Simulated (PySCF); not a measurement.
## How methods differ on the ionisation energy of O+

O+ [He] 2s2 2p3 (4S) → O(2+) [He] 2s2 2p2 (3P), as a difference of total energies. All numbers are calculated (PySCF 2.14, no relativity, point nucleus, in dyall-av2z (11s7p2d, 42 functions)). Correlated levels: valence: 1s2 frozen; virtual orbitals above 40 to 60 times the deepest correlated orbital energy dropped. The calculations carry no spin-orbit coupling.

```
           method  ionisation energy (eV)
              UHF                  34.588
    MP2 (valence)                  35.086
SCS-MP2 (valence)                  34.854
   CCSD (valence)                  34.902
CCSD(T) (valence)                  34.905
  CCSDT (valence)                  34.904
```

A first-order spin-orbit estimate (lowest level to lowest level, LS coupling) adds -0.027 eV.

Errors of the correlated levels include the incompleteness of this basis and the frozen core.

Problem. Which method comes closest to the reference value, and which is furthest?

Solution. The reference is 35.121 eV (measured; NIST Atomic Spectra Database, ionization energies). Closest: MP2 (valence) (error -0.062 eV); furthest: UHF (error -0.560 eV), both after the spin-orbit estimate.
